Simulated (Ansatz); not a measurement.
Molecule: CH$_{2}$Cl$_{3}$Si (charge 0, doublet). It need not be the lowest isomer of its formula. SMILES: Cl[Si](Cl)(Cl)[CH2]
Structure (B3LYP-D3(BJ)/def2-TZVP (Ansatz, a quantum-chemistry and plane-wave program) minimum search):
```xyz
7

C     -2.0911    -0.2217     0.0374
Si    -0.2839    -0.0336     0.0055
Cl     0.5294    -1.2719    -1.4065
Cl     0.2490     1.8930    -0.4555
Cl     0.5063    -0.4842     1.8392
H     -2.6700    -0.0064     0.9270
H     -2.6493    -0.5192    -0.8414
```
Charge 0, spin multiplicity 2.

Computed values are from Ansatz. Valence correlation only, unless marked. UHF or UKS for open shells. Spin-orbit coupling is left out. No relativistic terms. Basis-set limits of correlation are two-point, X^-3; Hartree-Fock from the larger set. The bracket is a focal-point correction in the basis named.

```
Quantity                                                                                         Value
---------------------  -------------------------------------------------------------------------------
atomisation energy De  571.4 kcal/mol at RI-MP2/CBS(cc-pV(T+d)Z,cc-pV(Q+d)Z)+[CCSD(T)-MP2]/cc-pV(T+d)Z
total energy            -1707.7627 Eh at RI-MP2/CBS(cc-pV(T+d)Z,cc-pV(Q+d)Z)+[CCSD(T)-MP2]/cc-pV(T+d)Z
dipole moment                                                        1.86 D at CCSD(T)/aug-cc-pV(D+d)Z
T1 diagnostic                                                                0.010 at CCSD/cc-pV(T+d)Z
```
